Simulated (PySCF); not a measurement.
(3S)-3-fluoro-2-methylbut-1-ene (C5H9F), SMILES C=C(C)[C@H](C)F.

Geometry optimised at ωB97X-D3(BJ)/def2-SVP. One conformer was computed; it need not be the lowest.

The numbers are results of ωB97X-D3(BJ)/def2-SVP (PySCF), not measurements.

Frequencies are harmonic and unscaled.

Computed harmonic wavenumbers and intensities:
```tsv
mode	ν (cm⁻¹)	IR (km/mol)	moving atoms (share of kinetic energy)
1	67	0.5	C 52 %, H 31 %, F 17 %
2	167	0.6	H 91 %
3	225	0.5	H 75 %, C 21 %
4	269	0.9	H 48 %, C 42 %, F 10 %
5	314	0.5	C 54 %, H 30 %, F 15 %
6	380	1.6	C 45 %, F 29 %, H 26 %
7	432	1.6	C 40 %, H 34 %, F 25 %
8	516	8.9	C 56 %, H 26 %, F 18 %
9	584	9.9	C 52 %, H 39 %, F 9 %
10	737	0.2	H 83 %, C 17 %
11	808	0.7	C 49 %, H 49 %
12	932	8.5	H 48 %, C 39 %, F 13 %
13	957	37.0	H 74 %, C 26 %
14	966	3.6	H 59 %, C 37 %
15	1010	8.4	H 69 %, C 29 %
16	1042	1.9	H 72 %, C 27 %
17	1090	8.6	H 52 %, C 46 %
18	1144	10.1	C 61 %, H 38 %
19	1168	63.5	C 53 %, H 30 %, F 17 %
20	1281	4.7	H 58 %, C 41 %
21	1359	2.9	H 75 %, C 25 %
22	1390	12.7	H 79 %, C 20 %
23	1411	22.1	H 69 %, C 31 %
24	1419	5.7	H 60 %, C 40 %
25	1431	3.9	H 74 %, C 26 %
26	1463	13.8	H 95 %
27	1470	10.4	H 96 %
28	1478	6.6	H 94 %
29	1482	1.8	H 89 %, C 11 %
30	1779	10.5	C 92 %, H 8 %
31	3055	24.6	H 93 %
32	3060	29.2	H 96 %
33	3077	9.5	H 97 %
34	3138	14.8	H 91 %, C 9 %
35	3176	7.8	H 91 %, C 9 %
36	3179	2.8	H 93 %
37	3180	22.0	H 92 %, C 8 %
38	3183	10.1	H 90 %, C 10 %
39	3287	2.1	H 89 %, C 11 %
```
